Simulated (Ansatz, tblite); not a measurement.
Removing and adding an electron: Si8Sn2H18, an alloyed cluster cut from the lattice of silicon (2 Sn, side). The state is a singlet with charge 0. Geometry: PBE0-D4/def2-SVP. Ansatz, gas phase; energy differences of separate SCF runs; the oxidised species was run as a doublet alone; the reduced species was run as a doublet alone.

```xyz
28

Sn    1.034    0.658   -2.928
Si   -0.478    4.022   -0.681
Si    0.372   -2.838   -1.027
Si   -1.486   -3.020    2.270
Si   -0.755    0.411    0.686
Si    0.883   -0.577   -0.673
Si   -0.181    2.633    1.186
Sn    1.263    3.391   -2.467
Si   -0.924   -0.783    2.700
Si    0.259   -3.972    1.024
H     2.346    0.050   -3.854
H    -0.413    0.346   -3.800
H    -0.359    5.466   -0.301
H    -1.849    3.793   -1.236
H     1.387   -3.458   -1.938
H    -0.966   -2.907   -1.697
H    -1.717   -3.773    3.544
H    -2.744   -3.061    1.458
H    -2.070    0.373   -0.033
H     2.196   -0.467    0.043
H     1.258    2.655    1.603
H    -1.007    3.114    2.340
H     2.835    3.734   -1.867
H     1.035    4.295   -3.909
H     0.414   -0.738    3.372
H    -1.927   -0.131    3.602
H     1.548   -3.776    1.761
H     0.044   -5.440    0.821
```

In the def2 sets Sn takes a core potential; there is no spin–orbit coupling. The xTB rows come from tblite.

```tsv
level	−HOMO (eV)	vertical IE (eV)	−LUMO (eV)	vertical EA (eV)	HOMO–LUMO gap (eV)	IE − EA (eV)	remarks
GFN1-xTB	10.82	12.28	8.06	6.42	2.76	5.86	–
GFN2-xTB	9.33	10.99	6.80	5.10	2.54	5.89	–
PBE-D4/def2-SVP	6.10	7.92	1.86	0.28	4.24	7.64	HOMO above zero (-1 doublet)
PBE0-D4/def2-SVP	7.03	8.30	1.17	0.10	5.86	8.20	HOMO above zero (-1 doublet)
```

   A HOMO above zero means that the electron is unbound at that level or that self-interaction error raises the level; the energy of removing that electron tells which. Raw xTB energy differences between charge states are shifted by several eV; the methods need an empirical correction for them. Sets without diffuse functions give affinities that are too small.
